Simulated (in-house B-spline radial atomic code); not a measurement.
Configurations of Er⁺, with energies counted from [Xe] 4f12 6s1. All numbers are computed (scalar-relativistic (X2C) LC-wPBE, spin-polarised, spherical fractional occupations, exact exchange averaged over the configuration; Fermi nucleus of rms radius 5.2516 fm) with a B-spline radial code for spherical atoms, not measured. Shells without spins written out take the highest spin.

Occupations are held fixed; configurations that lie above the ionisation limit could autoionise.

```
                 configuration  E - E(ref) (eV)  highest orbital  its <r> (bohr)
                 [Xe] 4f12 5d1           2.3047            5d up           2.854
                 [Xe] 4f11 6s2           3.0713          6s down           3.416
                 [Xe] 4f12 7d1           8.9387            7d up           13.72
[Kr] 4d10 4f12 5s2 5p5 6s1 6p1           28.348            6p up           4.134
     [Kr] 4d9 4f13 5s2 5p6 6s1           162.16            6s up           3.644
 [Kr] 4d9 4f12 5s2 5p6 6s1 7s1           173.26            7s up           7.236
```

Question: Order these further configurations by energy, lowest first.
A. [Xe] 4f12 7s1
B. [Kr] 4d9 4f12 5s2 5p6 6s1 6d1
C. [Kr] 4d9 4f12 5s2 5p6 6s1 7f1
D. [Kr] 4d9 4f12 5s2 5p6 5d1 6s1
E. [Kr] 4d10 4f12 5s2 5p5 5d1 6s1

Answer: A (6.2688 eV), E (25.676 eV), D (166.55 eV), B (174.22 eV), C (177.61 eV).

Question: How far above the reference does [Kr] 4d9 4f12 5s2 5p6 6s2 lie?

Answer: 166.09 eV; its least bound orbital is 6s down with <r> = 3.41 bohr.
